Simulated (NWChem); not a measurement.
CH3BeBrS; SMILES C[S][Be][Br]

```xyz
7

Be     0.3013     0.2253     0.0000
Br    -0.0238    -1.7107     0.0000
S      0.6376     2.0911     0.0000
C     -1.0632     2.7792     0.0000
H     -1.6192     2.4844    -0.8995
H     -0.9539     3.8717     0.0000
H     -1.6192     2.4844     0.8995
```
Atoms are numbered in this order, from 1.

Results from NWChem. Structure relaxed at the PBE0/def2-SVP level. Ions are spin-unrestricted doublets at the neutral geometry; other ion states weren't tried.

### Question
Estimate the computed values for PBE/def2-SVP. Quantities: vertical ionisation energy, ΔSCF (eV); −ε(HOMO) (eV).

### Answer
The vertical ionisation energy, ΔSCF (eV) is 9.15 and the −ε(HOMO) (eV) is 5.97.
